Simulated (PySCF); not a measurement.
A GIAO shielding run with PySCF 2.14.0 with density-fitted response routines (density fitting, non-relativistic, gas phase) on `N#CCC[Si@@H](Cl)CC#N`, C$_{5}$H$_{7}$ClN$_{2}$Si:

```
$ OMP_NUM_THREADS=1 python probes_run.py task.json out

{"job": {"kind": "nmr", "xc": "PBE0", "basis": "pcSseg-1"}, "charge": 0, "multiplicity": 1}
N     -1.199197     0.582755    -2.424218
C     -1.452455    -0.087636    -1.533327
C     -1.734958    -0.922352    -0.395617
C     -0.874427    -0.530315     0.816370
Si     1.012056    -0.629453     0.509192
Cl     1.421435    -2.212989    -0.681280
C      1.608900     0.954823    -0.395135
C      1.285253     2.118982     0.369974
N      1.008317     3.028203     1.006285
H     -1.538194    -1.960084    -0.680583
H     -2.798272    -0.826241    -0.155567
H     -1.134680     0.483859     1.124309
H     -1.147602    -1.186463     1.644161
H      1.715006    -0.777126     1.782294
H      2.689472     0.927887    -0.546897
H      1.131749     1.045094    -1.374228
```

Hardware: 1 thread of an Arm Neoverse N1, shared host. The job also computes population analyses, field gradients.

(1) How large is the calculation?

(2) How long does it take, and how much memory does it need?

## Answers

(1) 82 electrons, 202 basis functions and 1083 auxiliary functions.

(2) 82 s of wall time, with 14 SCF cycles and 5 response iterations; peak memory 0.91 GiB. Times on a shared host scatter by some tens of per cent.
